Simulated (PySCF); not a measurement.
This PySCF input asks for the NMR shieldings of `[C@@H]1(C)[SiH2]C=C1C#CCF`, C7H9FSi; the geometry comes from GFN2-xTB.

```python
import basis_set_exchange as bse
import numpy as np
from pyscf import gto, dft
from pyscf.prop import nmr

atoms = """
C    -1.350736    1.609217   -0.136058
C    -1.359264    0.207908   -0.727893
Si   -2.640949   -1.079492   -0.051342
C    -0.930593   -1.724675    0.401931
C    -0.275063   -0.691592   -0.163292
C     1.094638   -0.423140   -0.251108
C     2.274584   -0.185945   -0.331341
C     3.677128    0.142259   -0.453447
F     3.860672    1.346478   -1.102185
H    -0.424325    2.127006   -0.384387
H    -1.435018    1.566513    0.948457
H    -2.184561    2.191982   -0.522678
H    -1.281455    0.282798   -1.815686
H    -3.405256   -1.820271   -1.052710
H    -3.490878   -0.597952    1.035158
H    -0.485993   -2.569752    0.902926
H     4.205722   -0.617575   -1.043720
H     4.142586    0.242550    0.535774
"""
names = dict.fromkeys(["C", "Si", "F", "H"], "pcSseg-1")
basis = {el: gto.basis.parse(bse.get_basis(n, elements=[el], fmt="nwchem")) for el, n in names.items()}
mol = gto.M(atom=atoms, basis=basis, charge=0, verbose=0)
mf = dft.RKS(mol, xc="PBE0")
mf.grids.level = 2
mf.grids.alignment = dft.numint.BLKSIZE   # the property module wants whole blocks of grid points
mf.conv_tol = 1e-9
mf.kernel()

calc = nmr.RKS(mf)   # GIAO
C = mf.mo_coeff
Co = C[:, mf.mo_occ > 0]
resp = mf.gen_response(singlet=True, hermi=2)
def vind(x):   # induced exchange potential for any number of trial vectors
    d = np.einsum("pi,xij,qj->xpq", C, 2 * x.reshape(-1, C.shape[1], Co.shape[1]), Co, optimize=True)
    return np.einsum("xpq,pi,qj->xij", resp(d - d.transpose(0, 2, 1)), C, Co, optimize=True).ravel()
mo1, _ = nmr.rhf.solve_mo1(calc, with_cphf=vind)
sigma = calc.kernel(mo1)
for i, s in enumerate(sigma):   # ppm
    print("%2d %-2s %9.2f" % (i, mol.atom_pure_symbol(i), np.trace(s) / 3))
```

Problem. What are the results?

Solution. 
```
 0 C     167.30
 1 C     151.25
 2 Si    388.02
 3 C      42.34
 4 C      28.75
 5 C      92.05
 6 C      86.95
 7 C     112.70
 8 F     416.28
 9 H      29.79
10 H      30.72
11 H      30.42
12 H      29.26
13 H      26.83
14 H      27.17
15 H      25.40
16 H      26.10
17 H      26.07
```

These numbers come from an equivalent density-fitted implementation of the same equations, which agrees with the script to about 0.01 ppm for H and up to a few tenths of a ppm for heavy atoms, so last digits may differ.

Problem. Turn these shieldings into chemical shifts. Referencing at the same level of theory: ¹³C (σ = 186.93 ppm) and ²⁹Si (σ = 349.16 ppm) and ¹H (σ = 31.72 ppm) vs TMS; ¹⁹F (σ = 170.95 ppm) vs CFCl3.

Solution. Averaging equivalent atoms: C 4: 158.2; C 3: 144.6; C 6: 100.0; C 5: 94.9; C 7: 74.2; C 1: 35.7; C 0: 19.6; Si 2: -38.9; F 8: -245.3; H 15: 6.31; H 17: 5.65; H 16: 5.62; H 13: 4.88; H 14: 4.54; H 12: 2.46; H 9/10/11: 1.41 ppm. Unscaled 19F shifts against computed CFCl3 carry errors that often reach 10 to 50 ppm.

Size and cost of the density-fitted run: 205 basis functions, 42 s wall time on 1 thread of an Arm Neoverse V1, shared host; peak memory 0.93 GiB.
